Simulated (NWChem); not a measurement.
System: TiF3, doublet; SMILES [F][Ti]([F])[F]

NWChem input:

```
start job
memory heap 200 mb stack 900 mb global 1100 mb
geometry units angstroms noautoz
  Ti     0.000000     0.000000     0.000000
  F     -1.687108     0.504913     0.000000
  F      1.280822     1.208622     0.000000
  F      0.406286    -1.713535     0.000000
end
basis spherical
  Ti library 6-31g*
  F library 6-31g*
end
dft
  odft
  mult 2
  xc m06-2x
  grid xfine
  iterations 150
  mulliken
end
task dft gradient
```

Output (shortened):

```
             Northwest Computational Chemistry Package (NWChem) 7.3.0
             --------------------------------------------------------

 D3H symmetry detected

                             Geometry "geometry" -> ""
                             -------------------------

 Output coordinates in angstroms (scale by  1.889725989 to convert to a.u.)

  No.       Tag          Charge          X              Y              Z
 ---- ---------------- ---------- -------------- -------------- --------------
    1 Ti                  22.0000    -0.00000000    -0.00000000     0.00000000
    2 F                    9.0000     0.45579134    -1.70103644     0.00000000
    3 F                    9.0000    -1.70103644     0.45579134     0.00000000
    4 F                    9.0000     1.24524510     1.24524510     0.00000000

 Effective nuclear repulsion energy (a.u.)     220.6493004159

      Symmetry information
      --------------------

 Group name             D3h
 Group number             27
 Group order              12
 No. of unique centers     2

                                 NWChem DFT Module
                                 -----------------

 Summary of "ao basis" -> "ao basis" (spherical)
 ------------------------------------------------------------------------------
       Tag                 Description            Shells   Functions and Types
 ---------------- ------------------------------  ------  ---------------------
 Ti                          6-31g*                 12       34   5s4p2d1f
 F                           6-31g*                  6       14   3s2p1d

      Symmetry analysis of basis
      --------------------------

        a1'        15
        a1"         1
        a2'         4
        a2"         8
        e'         34
        e"         14

  Rotation of axis

            General Information
            -------------------
          SCF calculation type: DFT
          Wavefunction type:  spin polarized.
          No. of atoms     :     4
          No. of electrons :    49
           Alpha electrons :    25
            Beta electrons :    24
          Charge           :     0
          Spin multiplicity:     2
          Use of symmetry is: on ; symmetry adaption is: on
          Maximum number of iterations: 150
          AO basis - number of functions:    76
                     number of shells:    30
          Convergence on energy requested:  1.00D-06
          Convergence on density requested:  1.00D-05
          Convergence on gradient requested:  5.00D-04

              XC Information
              --------------
                       M06-2X Method XC Functional
                     Hartree-Fock (Exact) Exchange  0.540
                        M06-2X Exchange Functional  1.000
                      M06-2X Correlation Potential  1.000

             Grid Information
             ----------------
          Grid used for XC integration:  xfine
          Radial quadrature: Mura-Knowles
          Angular quadrature: Lebedev.
          Tag              B.-S. Rad. Rad. Pts. Rad. Cut. Ang. Pts.
          ---              ---------- --------- --------- ---------
          Ti                  1.40      160          11.0      1454
          F                   0.50      100           8.0      1454
          Grid pruning is: on
          Number of quadrature shells:   260
          Spatial weights used:  Erf1

      Superposition of Atomic Density Guess
      -------------------------------------

 Sum of atomic energies:       -1146.41820565

      Non-variational initial energy
      ------------------------------

 Total energy =   -1145.910153
 1-e energy   =   -2019.397385
 2-e energy   =     652.837932
 HOMO         =      -0.103103
 LUMO         =       0.049086

   Symmetry analysis of molecular orbitals - initial alpha
   -------------------------------------------------------

  Numbering of irreducible representations:

     1 a1'         2 a1"         3 a2'         4 a2"         5 e'
     6 e"

  Orbital symmetries:

     1 a1'         2 a1'         3 e'          4 e'          5 a1'
     6 e'          7 e'          8 a2"         9 a1'        10 e'
    11 e'         12 a2"        13 a1'        14 e'         15 e'
    16 a1'        17 e'         18 e'         19 e"         20 e"
    21 a2"        22 a2'        23 e'         24 e'         25 a1'
    26 a2"        27 e'         28 e'         29 e"         30 e"
    31 a1'        32 e'         33 e'         34 a2"        35 a1'

   Symmetry analysis of molecular orbitals - initial beta
   ------------------------------------------------------

  Numbering of irreducible representations:

     1 a1'         2 a1"         3 a2'         4 a2"         5 e'
     6 e"

  Orbital symmetries:

     1 a1'         2 a1'         3 e'          4 e'          5 a1'
     6 e'          7 e'          8 a2"         9 a1'        10 e'
    11 e'         12 a2"        13 a1'        14 e'         15 e'
    16 a1'        17 e'         18 e'         19 e"         20 e"
    21 a2"        22 a2'        23 e'         24 e'         25 a1'
    26 a2"        27 e'         28 e'         29 e"         30 e"
    31 a1'        32 e'         33 e'         34 a2"        35 a1'

     ---------------------------------------------
      Total Density - Mulliken Population Analysis
     ---------------------------------------------

    Atom       Charge   Shell Charges
 -----------   ------   -------------------------------------------------------
    1 Ti  22    19.60   2.00  2.00  6.00  2.00  6.00  0.31  0.07  0.68  0.03  0.19  0.31  0.02
    2 F    9     9.80   2.00  0.97  3.57  1.01  2.24  0.01
    3 F    9     9.80   2.00  0.97  3.57  1.01  2.24  0.01
    4 F    9     9.80   2.00  0.97  3.57  1.01  2.24  0.01

     --------------------------------------------
      Spin Density - Mulliken Population Analysis
     --------------------------------------------

    Atom       Charge   Shell Charges
 -----------   ------   -------------------------------------------------------
    1 Ti  22     1.00   0.00  0.00 -0.00 -0.00 -0.00  0.23 -0.00  0.67 -0.00  0.05  0.07  0.00
    2 F    9    -0.00   0.00  0.01  0.00 -0.01 -0.00  0.00
    3 F    9    -0.00   0.00  0.01  0.00 -0.01 -0.00  0.00
    4 F    9    -0.00   0.00  0.01  0.00 -0.01 -0.00  0.00

   convergence    iter        energy       DeltaE   RMS-Dens  Diis-err
 ---------------- ----- ----------------- --------- --------- ---------
 d= 0,ls=0.0,diis     1  -1148.3857203185 -1.37D+03  2.83D-02  8.28D-01
                                                     2.78D-02  7.49D-01
 d= 0,ls=0.0,diis     2  -1137.1747027449  1.12D+01  1.67D-02  3.54D+01
                                                     2.22D-02  3.40D+01
 d= 0,ls=0.0,diis     3  -1148.7457671237 -1.16D+01  2.94D-03  5.37D-01
                                                     2.75D-03  5.61D-01
 d= 0,ls=0.0,diis     4  -1148.9357558820 -1.90D-01  1.30D-03  4.76D-02
                                                     1.20D-03  5.07D-02
 d= 0,ls=0.0,diis     5  -1148.9601010035 -2.43D-02  1.00D-03  4.40D-03
                                                     5.93D-04  5.27D-03
  Resetting Diis
 d= 0,ls=0.0,diis     6  -1148.9627188979 -2.62D-03  3.56D-04  1.70D-04
                                                     1.82D-04  1.38D-04
 d= 0,ls=0.0,diis     7  -1148.9629821461 -2.63D-04  1.52D-04  4.00D-05
                                                     4.56D-05  1.34D-05
 d= 0,ls=0.0,diis     8  -1148.9630130834 -3.09D-05  4.10D-05  1.99D-05
                                                     3.73D-05  3.04D-05
 d= 0,ls=0.0,diis     9  -1148.9630253156 -1.22D-05  8.75D-05  6.16D-06
                                                     2.40D-05  1.62D-06
 d= 0,ls=0.0,diis    10  -1148.9630316779 -6.36D-06  8.11D-06  4.53D-08
                                                     4.35D-06  3.29D-08
 d= 0,ls=0.0,diis    11  -1148.9630317455 -6.75D-08  1.34D-06  6.80D-09
                                                     6.23D-07  4.61D-09

         Total DFT energy =    -1148.963031745483
      One electron energy =    -2021.426805996528
           Coulomb energy =      725.233088200778
    Exchange-Corr. energy =      -73.418614365623
 Nuclear repulsion energy =      220.649300415889

 Numeric. integr. density =       49.000000134104

                  Occupations of the irreducible representations
                  ----------------------------------------------

                     irrep           alpha         beta
                     --------     --------     --------
                     a1'               7.0          6.0
                     a1"               0.0          0.0
                     a2'               1.0          1.0
                     a2"               3.0          3.0
                     e'               12.0         12.0
                     e"                2.0          2.0

                    DFT Final Alpha Molecular Orbital Analysis
                    ------------------------------------------

 Vector   23  Occ=1.000000D+00  E=-4.970473D-01  Symmetry=e'
              MO Center=  7.8D-02, -1.5D-01,  5.4D-16, r^2= 3.5D+00
   Bfn.  Coefficient  Atom+Function         Bfn.  Coefficient  Atom+Function
  ----- ------------  ---------------      ----- ------------  ---------------
    37      0.378396  2 F  px                66     -0.358878  4 F  py
    41      0.273556  2 F  px                70     -0.271736  4 F  py
    51     -0.252507  3 F  px                52      0.236080  3 F  py
    55     -0.201135  3 F  px                 7     -0.199386  1 Ti px
    56      0.175909  3 F  py                38      0.138921  2 F  py

 Vector   24  Occ=1.000000D+00  E=-4.876129D-01  Symmetry=a2'
              MO Center=  4.0D-14, -1.8D-13, -1.7D-20, r^2= 3.5D+00
   Bfn.  Coefficient  Atom+Function         Bfn.  Coefficient  Atom+Function
  ----- ------------  ---------------      ----- ------------  ---------------
    37      0.364494  2 F  px                52     -0.364494  3 F  py
    41      0.276956  2 F  px                56     -0.276956  3 F  py
    65     -0.266828  4 F  px                66      0.266828  4 F  py
    69     -0.202746  4 F  px                70      0.202746  4 F  py
    38      0.097666  2 F  py                51     -0.097666  3 F  px

 Vector   25  Occ=1.000000D+00  E=-3.257871D-01  Symmetry=a1'
              MO Center=  1.1D-15,  1.2D-15, -1.4D-17, r^2= 1.3D+00
   Bfn.  Coefficient  Atom+Function         Bfn.  Coefficient  Atom+Function
  ----- ------------  ---------------      ----- ------------  ---------------
    20      0.625448  1 Ti d  0              10     -0.466533  1 Ti s
    25      0.414156  1 Ti d  0               6      0.165407  1 Ti s
    38      0.095855  2 F  py                42      0.096196  2 F  py
    51      0.095855  3 F  px                55      0.096196  3 F  px
     2     -0.072727  1 Ti s                 65     -0.070171  4 F  px

 Vector   26  Occ=0.000000D+00  E=-2.273082D-02  Symmetry=e"
              MO Center=  5.1D-02,  2.4D-02, -1.1D-13, r^2= 9.8D-01
   Bfn.  Coefficient  Atom+Function         Bfn.  Coefficient  Atom+Function
  ----- ------------  ---------------      ----- ------------  ---------------
    19      0.553160  1 Ti d -1              24      0.411942  1 Ti d -1
    21     -0.387787  1 Ti d  1              26     -0.288788  1 Ti d  1
    67     -0.181796  4 F  pz                71     -0.161978  4 F  pz
    39      0.118569  2 F  pz                43      0.105643  2 F  pz
    53      0.063228  3 F  pz                57      0.056335  3 F  pz

 Vector   27  Occ=0.000000D+00  E=-2.273082D-02  Symmetry=e"
              MO Center= -5.1D-02, -2.4D-02, -1.1D-15, r^2= 9.8D-01
   Bfn.  Coefficient  Atom+Function         Bfn.  Coefficient  Atom+Function
  ----- ------------  ---------------      ----- ------------  ---------------
    21      0.553160  1 Ti d  1              26      0.411942  1 Ti d  1
    19      0.387787  1 Ti d -1              24      0.288788  1 Ti d -1
    53     -0.173416  3 F  pz                57     -0.154511  3 F  pz
    39      0.141465  2 F  pz                43      0.126043  2 F  pz
    67      0.031951  4 F  pz                71      0.028468  4 F  pz

 Vector   28  Occ=0.000000D+00  E= 5.669242D-03  Symmetry=a1'
              MO Center= -1.2D-14, -1.2D-14, -7.2D-17, r^2= 9.4D+00
   Bfn.  Coefficient  Atom+Function         Bfn.  Coefficient  Atom+Function
  ----- ------------  ---------------      ----- ------------  ---------------
    14      1.496791  1 Ti s                 10      0.515010  1 Ti s
     6      0.244756  1 Ti s                 20     -0.226816  1 Ti d  0
    40     -0.172589  2 F  s                 54     -0.172589  3 F  s
    68     -0.172589  4 F  s                 25     -0.093049  1 Ti d  0
    36     -0.064235  2 F  s                 50     -0.064235  3 F  s

                     DFT Final Beta Molecular Orbital Analysis
                     -----------------------------------------

 Vector   22  Occ=1.000000D+00  E=-4.974219D-01  Symmetry=e'
              MO Center= -6.1D-02,  1.4D-01,  1.2D-16, r^2= 3.5D+00
   Bfn.  Coefficient  Atom+Function         Bfn.  Coefficient  Atom+Function
  ----- ------------  ---------------      ----- ------------  ---------------
    65      0.369026  4 F  px                38      0.317488  2 F  py
    52     -0.311671  3 F  py                69      0.274683  4 F  px
    42      0.247893  2 F  py                51     -0.234539  3 F  px
    56     -0.223591  3 F  py                 8      0.201869  1 Ti py
    55     -0.177621  3 F  px                12     -0.132346  1 Ti py

 Vector   23  Occ=1.000000D+00  E=-4.974219D-01  Symmetry=e'
              MO Center=  6.1D-02, -1.4D-01, -8.6D-15, r^2= 3.5D+00
   Bfn.  Coefficient  Atom+Function         Bfn.  Coefficient  Atom+Function
  ----- ------------  ---------------      ----- ------------  ---------------
    37      0.379449  2 F  px                66     -0.357465  4 F  py
    41      0.274383  2 F  px                70     -0.269740  4 F  py
    51     -0.249711  3 F  px                52      0.246100  3 F  py
     7     -0.201869  1 Ti px                55     -0.197101  3 F  px
    56      0.182564  3 F  py                11      0.132346  1 Ti px

 Vector   24  Occ=1.000000D+00  E=-4.888114D-01  Symmetry=a2'
              MO Center=  1.6D-13,  2.1D-13, -1.2D-27, r^2= 3.5D+00
   Bfn.  Coefficient  Atom+Function         Bfn.  Coefficient  Atom+Function
  ----- ------------  ---------------      ----- ------------  ---------------
    37      0.364747  2 F  px                52     -0.364747  3 F  py
    41      0.276717  2 F  px                56     -0.276717  3 F  py
    65     -0.267014  4 F  px                66      0.267014  4 F  py
    69     -0.202571  4 F  px                70      0.202571  4 F  py
    38      0.097734  2 F  py                51     -0.097734  3 F  px

[...]

                         DFT ENERGY GRADIENTS

    atom               coordinates                        gradient
                 x          y          z           x          y          z
   1 Ti     -0.000000  -0.000000   0.000000   -0.000000  -0.000000   0.000000
   2 F       0.861321  -3.214493   0.000000    0.000638  -0.002380   0.000000
   3 F      -3.214493   0.861321   0.000000   -0.002380   0.000638   0.000000
   4 F       2.353172   2.353172   0.000000    0.001742   0.001742  -0.000000
```

Level: M06-2X/6-31G* (spherical d), spin-unrestricted. In the optimisation the excess spin sits in a' (C3h, its own frame). Structure relaxed at the PBE-D3(BJ)/def2-SVP, spin-unrestricted level. This spin state was assumed; another may lie lower. No stability test was run on the SCF state.
